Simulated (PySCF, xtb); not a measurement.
C₃H₂BrF, SMILES C=C=C(F)Br.

Harmonic wavenumbers (cm⁻¹) from GFN2-xTB run with xtb at its own minimum, in rising order: 124, 234, 289, 365, 396, 588, 593, 885, 958, 968, 1283, 1428, 2075, 3070, 3079.

### Question
What does PBE-D3(BJ)/def2-SVP run with PySCF give at its own minimum? (The exact figures need the calculation; the answer reports its results.)

### Answer
141, 220, 319, 426, 447, 589, 633, 879, 963, 1027, 1268, 1423, 2035, 3035, 3118. Paired by order, the mean absolute difference is 28 cm⁻¹ and the zero-point energies are 23.4 and 23.6 kcal/mol.
